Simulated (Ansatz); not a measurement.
Computed with Ansatz on PBE0-D4/def2-TZVP structures; ΔE is electronic, products minus reactants. CCSD(T)/CBS is the MP2 limit (def2-TZVPP, def2-QZVPP) plus CCSD(T) − MP2 in def2-TZVPP, frozen cores. DFT in def2-TZVPP. One conformer a species, not always the lowest.

`F[Si](F)(F)[SiH2]Cl` + `[SiH3]N[SiH2]Cl` → `[SiH3]N([SiH2]Cl)[SiH2]Cl` + `F[SiH](F)F`  (cleavage of the Si–Si bond)

```tsv
level	ΔE (kJ/mol)	difference from CCSD(T)/CBS
PBE0-D4	-67.0	17.0
ωB97M-V	-83.6	0.4
PBE	-49.3	34.7
PBE0	-59.6	24.4
MP2/def2-TZVPP	-96.2	-12.2
SCS-MP2/def2-TZVPP	-92.0	-8.0
CCSD(T)/def2-TZVPP	-84.5	-0.5
MP2/def2-QZVPP	-96.3	-12.3
HF/CBS(def2)	-78.6	5.4
MP2/CBS(def2)	-95.7	-11.7
CCSD(T)/CBS	-84.0	0
```

Largest T1 diagnostic among the species: 0.012.

The D4 term adds −13.7 kJ/mol with B3LYP and −7.3 kJ/mol with PBE0; it sums over pairs of atoms, weighted by their polarisabilities, and B3LYP, whose exchange is more repulsive, gets the larger term. From PBE to PBE0 (25 % exact exchange), in def2-TZVPP and without D4, ΔE moves by −10.3 kJ/mol.

B3LYP here is the variant with VWN-RPA as its local correlation; programs differ in this.
